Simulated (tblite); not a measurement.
Compound: C4H5ClFSi (doublet state).
SMILES with atom numbers: `[F:1][C:2]1=[C:3][C@@H:4]1[SiH2:5][CH2:6][Cl:7]` (hydrogens: H8 on C4; H9, H10 on Si5; H11, H12 on C6)
Bond orders are those of one Lewis drawing.

Computed with GFN2-xTB (tblite), gas phase: L-BFGS steps from a force-field or distance-geometry start until the largest atomic force falls under 0.01 eV/Å.

The end geometry, which sets the zero of energy:
```
atom  x, y, z in Å
F1      2.6027   -2.2686   -0.6701
C2      2.0299   -1.5029    0.2210
C3      1.6700   -1.0335    1.3471
C4      1.1424   -0.1809    0.2046
Si5    -0.6121   -0.2984   -0.4693
C6     -1.5968    1.1680    0.2691
Cl7    -0.8591    2.6905   -0.2941
H8      1.6755    0.7546    0.0407
H9     -1.2379   -1.5492   -0.0393
H10    -0.6019   -0.1522   -1.9262
H11    -1.5811    1.1924    1.3557
H12    -2.6305    1.1795   -0.0653
```

Question: These geometries come from the run, each turned onto the end geometry. Order them by energy, lowest first.
A.
```
atom  x, y, z in Å
F1      3.0420   -1.8246   -0.2740
C2      1.7490   -1.6566    0.1106
C3      1.4876   -1.0584    1.2319
C4      1.1366   -0.2937    0.0797
Si5    -0.6427   -0.2390   -0.4285
C6     -1.5629    1.1823    0.3006
Cl7    -0.8090    2.7165   -0.2142
H8      1.7968    0.4989   -0.2371
H9     -1.3303   -1.5015   -0.0565
H10    -0.7182   -0.1789   -1.9157
H11    -1.5414    1.1545    1.3945
H12    -2.6063    1.1998   -0.0174
```
B.
```
atom  x, y, z in Å
F1      2.6511   -2.2349   -0.6106
C2      2.0283   -1.4727    0.2500
C3      1.6329   -0.9864    1.3565
C4      1.1084   -0.1813    0.1784
Si5    -0.6418   -0.3260   -0.5005
C6     -1.5676    1.1547    0.2833
Cl7    -0.7831    2.6540   -0.2762
H8      1.6207    0.7636    0.0006
H9     -1.2859   -1.5780   -0.1022
H10    -0.6391   -0.1596   -1.9537
H11    -1.5145    1.1548    1.3691
H12    -2.6083    1.2110   -0.0209
```
C.
```
atom  x, y, z in Å
F1      2.7926   -2.2332   -0.5318
C2      2.0808   -1.4748    0.2592
C3      1.5704   -1.0102    1.3287
C4      1.0961   -0.2144    0.1294
Si5    -0.6653   -0.3299   -0.5240
C6     -1.5616    1.1600    0.2789
Cl7    -0.7858    2.6783   -0.2475
H8      1.6033    0.7347   -0.0294
H9     -1.3155   -1.5579   -0.0821
H10    -0.7118   -0.1380   -1.9690
H11    -1.4946    1.1389    1.3636
H12    -2.6075    1.2459   -0.0021
```
D.
```
atom  x, y, z in Å
F1      3.0336   -1.9382   -0.3864
C2      1.8770   -1.6191    0.2360
C3      1.4616   -1.0763    1.2720
C4      1.1169   -0.2760    0.0443
Si5    -0.6880   -0.3131   -0.5302
C6     -1.5745    1.2081    0.3229
Cl7    -0.8146    2.7176   -0.2134
H8      1.7918    0.5770   -0.1989
H9     -1.3259   -1.4984   -0.0381
H10    -0.7270   -0.1689   -1.9298
H11    -1.5419    1.1737    1.4082
H12    -2.6080    1.2129   -0.0128
```
E.
```
atom  x, y, z in Å
F1      2.9225   -2.1539   -0.4692
C2      2.1207   -1.4472    0.2829
C3      1.4395   -1.1091    1.3124
C4      1.1140   -0.2652    0.0777
Si5    -0.6748   -0.3042   -0.5324
C6     -1.5695    1.1789    0.2930
Cl7    -0.8089    2.7099   -0.2168
H8      1.6711    0.6444   -0.1384
H9     -1.3235   -1.5100   -0.0403
H10    -0.7538   -0.1463   -1.9800
H11    -1.5198    1.1603    1.3799
H12    -2.6165    1.2417    0.0053
```

Answer: B (0.006 eV), C (0.021 eV), E (0.067 eV), D (0.625 eV), A (1.311 eV).

In the order of the answer:

```csv
step,E above end (eV),largest force (eV/Å),rms force component (eV/Å),rms distance from end (Å),rms bond change (Å),bond most changed (Å)
35,0.006,0.10,0.024,0.064,0.002,C2–C4 -0.005
21,0.021,0.21,0.061,0.111,0.004,C2–C4 +0.012
12,0.067,0.19,0.067,0.175,0.009,C2–C4 -0.026
3,0.625,5.04,1.178,0.235,0.031,Si5–H10 -0.057
0,1.311,3.88,1.167,0.281,0.049,C2–C4 -0.098
```

What follows is the cost of the whole relaxation. The run took 0.54 s on an AMD EPYC 7R43 with one thread, no GPU, shared host with 256 logical CPUs at a one-minute load of 173.
